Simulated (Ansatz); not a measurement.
Ge(F)2(OH)(NH2) (F2GeH3NO), SMILES [NH2][Ge]([OH])([F])[F].

The structure is a stationary point at PBE-D3(BJ)/def2-SVP. This is a generated structure with no PubChem entry under its InChIKey; it may be hypothetical. One conformer was computed; it need not be the lowest.

Two levels are set side by side: PBE/def2-SVPD (Ansatz, a quantum-chemistry and plane-wave program) and PBE0/def2-SVPD (Ansatz). Energy differences of separate SCF runs at the same geometry; the states with an electron removed or added have multiplicity 2 and 2. Differences are taken from unrounded values.

| quantity | PBE0 |
|---|---|
| vertical ionisation energy (eV) | 11.35 |
| vertical singlet–triplet gap (eV) | 6.17 |

### Question
What does PBE give, and how far is it from PBE0? (The exact figures need the calculation; the answer reports its results.)

### Answer

| quantity | PBE | PBE minus PBE0 |
|---|---|---|
| vertical ionisation energy (eV) | 10.97 | -0.38 |
| vertical singlet–triplet gap (eV) | 5.71 | -0.45 |
